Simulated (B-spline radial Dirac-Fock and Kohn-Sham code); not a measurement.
These are calculated numbers from a radial atomic solver; the model is relaxed Dirac-Fock hole states (ΔSCF) with Breit and QED corrections and a finite nucleus. Free neutral atoms.

Question: Order these X-ray lines by photon energy, lowest first.
A. Dy Lγ3
B. Re Lβ7
C. Gd Lβ6
D. V Kα2
E. Sn Lγ1
F. Tb Lℓ

Answer: E (4133.2 eV), D (4943.8 eV), F (5547.5 eV), C (6854.3 eV), A (8749.8 eV), B (10448.9 eV).
